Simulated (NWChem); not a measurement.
System meant: CH$_{5}$ClGeO; SMILES [Ge@@H]([Cl])([OH])[CH3]

Input file for NWChem:

```
start job
memory heap 200 mb stack 900 mb global 1100 mb
geometry units angstroms noautoz
  C     -1.411506    -1.352890    -0.463109
  Ge     0.064069    -0.331583     0.277668
  O      1.521072    -0.862705    -0.621670
  Cl    -0.266778     1.799260    -0.120208
  H     -1.455904    -1.177555    -1.554617
  H     -1.253351    -2.432080    -0.271805
  H     -2.364536    -1.031992    -0.001890
  H      0.283007    -0.441828     1.810984
  H      2.305600    -0.343976    -0.363076
end
basis spherical
  C library def2-svp
  Ge library def2-svp
  O library def2-svp
  Cl library def2-svp
  H library def2-svp
end
dft
  xc xpbe96 cpbe96
  iterations 4
  mulliken
end
task dft energy
```

End of the output:

```
    Atom       Charge   Shell Charges
 -----------   ------   -------------------------------------------------------
    1 C    6     6.21   1.96  0.59  0.34  1.87  1.41  0.04
    2 Ge  32    31.74   2.00  2.00  1.93  0.78  0.32  5.99  5.82  1.34  0.95  7.80  2.05  0.76
    3 O    8     8.20   1.97  0.90  0.62  2.67  2.03  0.01
    4 Cl  17    17.04   2.00  1.96  1.05  0.80  5.82  2.24  3.16  0.02
    5 H    1     0.94   0.62  0.26  0.07
    6 H    1     0.95   0.62  0.26  0.07
    7 H    1     0.95   0.62  0.26  0.07
    8 H    1     1.06   0.61  0.42  0.03
    9 H    1     0.91   0.55  0.18  0.18

 center of mass
 --------------
 x =   0.04344333 y =   0.04787443 z =   0.04209275

 moments of inertia (a.u.)
 ------------------
         663.850007236901          -0.000000000000           0.000000000000
          -0.000000000000         350.413587831302          -0.000000000000
           0.000000000000          -0.000000000000         866.230759245410

     Multipole analysis of the density
     ---------------------------------

     L   x y z        total         alpha         beta         nuclear
     -   - - -        -----         -----         ----         -------
     0   0 0 0     -0.000000    -34.000000    -34.000000     68.000000

     1   1 0 0     -0.099657     -0.049829     -0.049829     -0.000000
     1   0 1 0     -0.421210     -0.210605     -0.210605      0.000000
     1   0 0 1      0.333086      0.166543      0.166543      0.000000

     2   2 0 0    -28.097023    -97.163982    -97.163982    166.230940
     2   1 1 0      1.722808     -4.054049     -4.054049      9.830906
     2   1 0 1      1.048276     -1.787056     -1.787056      4.622388
     2   0 2 0    -34.220068   -167.357589   -167.357589    300.495110
     2   0 1 1     -0.683474     -2.953419     -2.953419      5.223365
     2   0 0 2    -32.426029    -39.240662    -39.240662     46.055295

 ------------------------------------------------------------------------
 dft energy failed                                                                                  0
 ------------------------------------------------------------------------
 ------------------------------------------------------------------------
  current input line :
    26: task dft energy
 ------------------------------------------------------------------------
 ------------------------------------------------------------------------
 This type of error is most commonly associated with calculations not reaching convergence criteria
 ------------------------------------------------------------------------
 For more information see the NWChem manual at https://nwchemgit.github.io

0:dft energy failed:Received an Error in Communication
```

**Question.** Find the fault in this run and fix the input.

**Answer.** Convergence was not reached. Cause: the SCF was allowed too few iterations. This input runs:
```
start job
memory heap 200 mb stack 900 mb global 1100 mb
geometry units angstroms noautoz
  C     -1.411506    -1.352890    -0.463109
  Ge     0.064069    -0.331583     0.277668
  O      1.521072    -0.862705    -0.621670
  Cl    -0.266778     1.799260    -0.120208
  H     -1.455904    -1.177555    -1.554617
  H     -1.253351    -2.432080    -0.271805
  H     -2.364536    -1.031992    -0.001890
  H      0.283007    -0.441828     1.810984
  H      2.305600    -0.343976    -0.363076
end
basis spherical
  * library def2-svp
end
dft
  xc xpbe96 cpbe96
  iterations 150
  mulliken
end
task dft energy
```
It converges to -2652.47525 Ha (PBE/def2-SVP).
